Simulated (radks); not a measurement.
Q: These are the eigenvalues of the occupied orbitals of an atom or ion with whole-number occupations (eV). Method: scalar-relativistic Kohn-Sham, exchange-only LDA, spin-polarised, spherical densities, finite nucleus; Fermi nuclear charge, rms radius of each element as measured or else 0.836 A^(1/3) + 0.57 fm; computed with a radial shooting solver on a logarithmic mesh with Libxc functionals.

1s up: -25352.66
1s down: -25352.65
2s up: -3781.931
2s down: -3781.260
2p up: -3400.288
2p down: -3399.759
3s up: -738.5245
3s down: -738.0404
3p up: -613.2154
3p down: -612.6898
3d up: -415.0522
3d down: -414.3619
4s up: -150.5745
4s down: -147.7718
4p up: -113.5535
4p down: -110.6824
4d up: -59.6201
4d down: -56.7902

Which element is it, and in what charge state? The configuration may be excited. Open shells, if any, are filled with parallel spins first.

A: Z = 47, silver, charge +4: Ag4+ in [Kr] 4d7. The list shows which subshells hold electrons but not how many an open one holds; the 1s level, -931.69 hartree, gives Z - s = 43.2 by -(Z - s)^2/2, which with screening and relativity narrows Z to a few neighbours, and the depths of the outer levels then fix element, charge and occupations together.
